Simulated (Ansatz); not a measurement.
`[OH][Zr]([F])([Cl])[Cl]` + HI → `[OH][Zr]([Cl])([Cl])[I]` + H–F at 298.15 K and 1 bar (ligand exchange at a Zr–F bond).

Gas-phase electronic energies from Ansatz, PBE0-D4/def2-TZVP geometries. CBS: MP2 limit from def2 TZ/QZ plus the TZ coupled-cluster correction, frozen cores. This one scheme is used for every species. def2 core potentials past Kr. For I, Zr outer-core shells are correlated without core-valence functions, which leaves a few kJ/mol of doubt a bond. One conformer a species, not always the lowest.

```csv
species,CCSD(T)/CBS energy (Eh),H − E (kJ/mol),S (J/(mol·K))
`[OH][Zr]([F])([Cl])[Cl]`,-1142.42143,67.8,381.1
HI,-298.03592,22.7,206.5
`[OH][Zr]([Cl])([Cl])[I]`,-1340.05569,66.0,412.5
H–F,-100.39570,33.5,173.6
```

H − E and S are ideal-gas, rigid-rotor, harmonic terms from PBE0-D4/def2-TZVP, for one conformer and one mirror image of each species. 1 Eh = 2625.50 kJ/mol, R = 8.31446 J/(mol·K).

Task: By hand: ΔE, ΔH, ΔS and ΔG.

Result: ΔE = (-1340.05569) + (-100.39570) − (-1142.42143) − (-298.03592) = 0.00596 Eh = 15.6 kJ/mol. Δ(H − E) = 66.0 + 33.5 − 67.8 − 22.7 = 9.0, so ΔH = 24.6 kJ/mol. ΔS = 412.5 + 173.6 − 381.1 − 206.5 = -1.5 J/(mol·K). ΔG = 24.6 − 298.15 × (-1.5)/1000 = 25.0 kJ/mol.

Task: By hand: the equilibrium constant, and the temperature at which ΔG would vanish if ΔH and ΔS stayed fixed.

Result: log₁₀ K = −ΔG/(RT ln 10) = -4.4. ΔH and −TΔS have one sign here, so there is no such temperature. One of them is within its doubt of zero, so this could turn.

The number of gas molecules stays the same, so ΔS is small and ΔH decides. A doubt of 5 kJ/mol in ΔE shifts log₁₀ K by 0.9 here. Other conformers and mirror images would add mixing entropy, several J/(mol·K) or more a flexible species. These are equilibria of isolated gas molecules and say nothing of rates. Largest T1 diagnostic: 0.016 (customary marks: 0.02 for closed shells, 0.045 for open ones).
